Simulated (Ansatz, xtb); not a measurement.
Pair of molecules: H4Sn (SMILES [SnH4]) (first 5 atoms) with HF (SMILES F); geometry from B3LYP-D3(BJ)/def2-TZVP, rigid monomers moved along the line of their centres of mass till H3···H7 is 1.55 Å.
(charge 0, multiplicity 1):
```json
[
 {"atom": "Sn", "x (Å)": "0.1492", "y (Å)": "0.2715", "z (Å)": "0.1369"},
 {"atom": "H", "x (Å)": "-1.4909", "y (Å)": "0.3175", "z (Å)": "-0.3203"},
 {"atom": "H", "x (Å)": "0.3453", "y (Å)": "-0.9630", "z (Å)": "1.3251"},
 {"atom": "H", "x (Å)": "1.1387", "y (Å)": "-0.1504", "z (Å)": "-1.1863"},
 {"atom": "H", "x (Å)": "0.6431", "y (Å)": "1.7522", "z (Å)": "0.8185"},
 {"atom": "F", "x (Å)": "-0.9781", "y (Å)": "-0.6490", "z (Å)": "3.3883"},
 {"atom": "H", "x (Å)": "-0.4430", "y (Å)": "-0.8554", "z (Å)": "2.6532"}
]
```

Monomers are frozen at their geometry in the pair; levels with a basis set take the counterpoise correction.

Codes used: Ansatz (Gaussian basis) for Hartree–Fock, density functionals and correlated methods; xtb for the GFN methods. Values without a source in brackets are computed. In def2 rows elements past Kr take small-core potentials, without spin–orbit coupling.

Question: One of these levels gives -0.09 kcal/mol for the interaction energy. Which?
A) GFN2-xTB
B) PBE/def2-TZVPPD
C) B3LYP/def2-TZVPPD

Answer: A, GFN2-xTB. The others give -2.32 (PBE/def2-TZVPPD), -1.34 (B3LYP/def2-TZVPPD)

Ansatz is a program for electronic structure.
